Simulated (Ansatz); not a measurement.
Ansatz results at the PBE0-D4/def2-TZVP geometry: size of the dipole moment (PBE/def2-TZVPP) 0.62 D; LUMO energy (PBE/def2-TZVPP) -0.76 eV; size of the dipole moment (B3LYP/def2-TZVPP) 0.67 D.

Each molecule was computed in one conformer, which needn't be the lowest.

**Question.** Which molecule gave them?
A. `BC(C)O[SiH3]`
B. `B[SiH2]OCC`
C. `CB(C)O[SiH3]`
D. `CBN([SiH3])[SiH3]`

**Answer.** C. The others give `CBN([SiH3])[SiH3]`: 0.40, -1.16, 0.37; `B[SiH2]OCC`: 1.08, -3.42, 1.18; `BC(C)O[SiH3]`: 1.27, -2.62, 1.30.

B3LYP here is the variant with VWN-RPA as its local correlation; programs differ in this.
